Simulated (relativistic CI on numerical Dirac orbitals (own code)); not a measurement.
## d4 in a ligand field

Computed with a parametric ligand-field model of a d^n configuration (Racah B and C, spin-orbit zeta, crystal field), exact diagonalisation.

Field parameters in Wybourne normalisation: Oh B⁴₀ = 21Dq, B⁴₄ = √(5/14) B⁴₀. The field is a parameter set, without covalency.

**Question.** Ground term and bands for B = 650, C = 2730, ζ = 0 cm⁻¹, Oh, 10Dq = 22750 cm⁻¹?

**Answer.** Ground term 3T1 with 0.03 electrons in the two orbitals of the cubic e set. Spin-allowed: 3E 20289 cm⁻¹ (493 nm), 3T1 20980 cm⁻¹ (477 nm), 3T2 21709 cm⁻¹ (461 nm), 3A1 22840 cm⁻¹ (438 nm). Lowest spin-forbidden: 5E 6070 cm⁻¹ (1647 nm), 1T2 7939 cm⁻¹ (1260 nm), 1E 8859 cm⁻¹ (1129 nm).

**Question.** Ground term and bands for B = 650, C = 2730, ζ = 0 cm⁻¹, Oh, 10Dq = 8450 cm⁻¹?

**Answer.** Ground term 5E with 1.00 electrons in the two orbitals of the cubic e set. Spin-allowed: 5T2 8450 cm⁻¹ (1183 nm). Lowest spin-forbidden: 3T1 7521 cm⁻¹ (1330 nm), 3E 14092 cm⁻¹ (710 nm), 1T2 14829 cm⁻¹ (674 nm).

**Question.** Ground term and bands for B = 650, C = 2730, ζ = 0 cm⁻¹, Oh, 10Dq = 9750 cm⁻¹?

**Answer.** Ground term 5E with 1.00 electrons in the two orbitals of the cubic e set. Spin-allowed: 5T2 9750 cm⁻¹ (1026 nm). Lowest spin-forbidden: 3T1 6332 cm⁻¹ (1579 nm), 1T2 13718 cm⁻¹ (729 nm), 3E 14115 cm⁻¹ (708 nm).

**Question.** Ground term and bands for B = 650, C = 2730, ζ = 0 cm⁻¹, Oh, 10Dq = 13650 cm⁻¹?

**Answer.** Ground term 5E with 1.00 electrons in the two orbitals of the cubic e set. Spin-allowed: 5T2 13650 cm⁻¹ (733 nm). Lowest spin-forbidden: 3T1 2685 cm⁻¹, 1T2 10274 cm⁻¹ (973 nm), 1E 11179 cm⁻¹ (894 nm).

**Question.** Ground term and bands for B = 650, C = 2730, ζ = 0 cm⁻¹, Oh, 10Dq = 16250 cm⁻¹?

**Answer.** Ground term 5E with 1.00 electrons in the two orbitals of the cubic e set. Spin-allowed: 5T2 16250 cm⁻¹ (615 nm). Lowest spin-forbidden: 3T1 209 cm⁻¹, 1T2 7913 cm⁻¹ (1264 nm), 1E 8846 cm⁻¹ (1130 nm).
